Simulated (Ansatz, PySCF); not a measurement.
F₃GeHO. Atoms are numbered in the order given.

```xyz
6

O      0.1849     1.7296     0.0000
Ge     0.0095     0.0090     0.0000
F     -0.8431    -0.5633    -1.3662
F      1.5607    -0.6882     0.0000
F     -0.8431    -0.5633     1.3662
H     -0.6537     2.2072     0.0000
```

Coordinates come from a PBE0-D3(BJ)/def2-SVP optimisation. The values are those of a single conformer.

Vertical ionisation energy (IE) and electron affinity (EA) in eV. Rows of orbital energies are one-electron estimates. Where ΔSCF, EOM or ADC give a negative EA the extra electron is unbound and the value depends on the basis.

```tsv
level	IE	EA
−ε(HOMO), −ε(LUMO), ωB97X/def2-TZVP (PySCF)	13.28	-0.89
−ε(HOMO), −ε(LUMO), PBE/def2-TZVP (PySCF)	8.80	2.42
ΔSCF, CAM-B3LYP/def2-SVPD (Ansatz), final states of multiplicity 2 and 2	13.86	-0.04
ΔSCF, PBE/def2-SVPD (Ansatz), final states of multiplicity 2 and 2	13.00	0.12
```

Problem. What vertical singlet–triplet gap does ΔSCF give with CAM-B3LYP/def2-SVPD (Ansatz, a first-principles code) and with PBE/def2-SVPD (Ansatz)? (The exact figures need the calculation; the answer reports its results.)

Solution. 7.31 and 6.66 eV (triplet above singlet where positive).
